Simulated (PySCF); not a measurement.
**Electric field gradients and quadrupole coupling constants**

C6H8O2Si.
SMILES with atom numbers: `[CH3:1][C:2](=[O:3])[C:4]1=[CH:5][SiH2:6][CH:7]=[CH:8][O:9]1` (hydrogens: H10, H11, H12 on C1; H13 on C5; H14, H15 on Si6; H16 on C7; H17 on C8)

Structure used (GFN2-xTB), in Å, numbered top down from 1:
```xyz
17
C6H8O2Si angstrom
C     -2.6827   -0.7262    0.5666
C     -1.9368    0.2113   -0.3410
O     -2.4836    0.9481   -1.1282
C     -0.4460    0.1816   -0.2142
C      0.3197    0.9778   -0.9758
Si     2.1864    0.9900   -0.8674
C      2.3544   -0.3081    0.4686
C      1.2892   -0.9023    1.0038
O     -0.0194   -0.7105    0.7223
H     -3.7521   -0.6297    0.4006
H     -2.4436   -0.4964    1.6028
H     -2.3661   -1.7489    0.3729
H     -0.2216    1.6145   -1.6599
H      2.8097    0.5824   -2.1340
H      2.7024    2.3011   -0.4507
H      3.3178   -0.6147    0.8449
H      1.3653   -1.6583    1.7788
```

Field gradients from the PBE0/pcSseg-1 density (PySCF, non-relativistic), principal values in atomic units, ordered |Vxx| ≤ |Vyy| ≤ |Vzz|:

```tsv
atom	Vxx	Vyy	Vzz
O3	0.5544	1.4094	-1.9638
O9	-0.6471	-1.0949	1.7419
```

**Question.** Find the asymmetry η = (Vxx − Vyy)/Vzz and the couplings χ = eQV/h (234.96 MHz × Q in barn × V in au), with Q(17O) = −0.0256 b.

**Answer.** 
```csv
atom,environment,nucleus,η,χzz (MHz),χxx (MHz),χyy (MHz)
O3,ketone oxygen,17O,0.44,11.81,-3.34,-8.48
O9,cyclic ether oxygen,17O,0.26,-10.48,3.89,6.59
```

The tensor is traceless: Vxx + Vyy + Vzz = 0.

**Question.** What is Vzz at O3 in SI units (1 au = 9.71736 × 10²¹ V/m²)?

**Answer.** -1.9638 au = -19.083 × 10²¹ V/m².

**Question.** And the gradient at the other heavy atoms, for which no coupling is worked out here?

**Answer.** 
```tsv
atom	environment	Vzz (au)	η
C1	methyl carbon next to a carbonyl	-0.073	0.89
C2	ketone carbonyl carbon	0.526	0.14
C4	vinylic carbon bearing oxygen	-0.371	0.33
C5	alkene CH carbon	0.344	0.20
Si6	SiH2 silicon	0.237	0.14
C7	alkene CH carbon	0.232	0.41
C8	vinylic carbon bearing oxygen	-0.414	0.16
```

**Question.** What couplings would deuterons (Q(2H) = 0.00286 b) have in place of the hydrogens, at this geometry?

**Answer.** 
| atom | bonded to | bond length (Å) | Vzz (au) | η | χzz (kHz) |
| --- | --- | --- | --- | --- | --- |
| H10 | C1 | 1.087 | 0.3131 | 0.01 | 210 |
| H11 | C1 | 1.088 | 0.3125 | 0.04 | 210 |
| H12 | C1 | 1.088 | 0.3124 | 0.04 | 210 |
| H13 | C5 | 1.080 | 0.3257 | 0.03 | 219 |
| H14 | Si6 | 1.469 | 0.1569 | 0.02 | 105 |
| H15 | Si6 | 1.469 | 0.1569 | 0.02 | 105 |
| H16 | C7 | 1.079 | 0.3369 | 0.06 | 226 |
| H17 | C8 | 1.085 | 0.3099 | 0.10 | 208 |

Geometry: GFN2-xTB, one conformer, isolated molecule. GFN2-xTB bond lengths can be off by several hundredths of an ångström, more for odd bonds, and the gradients follow them. The basis is small and wasn't made for field gradients, so the couplings can be 20 % off.
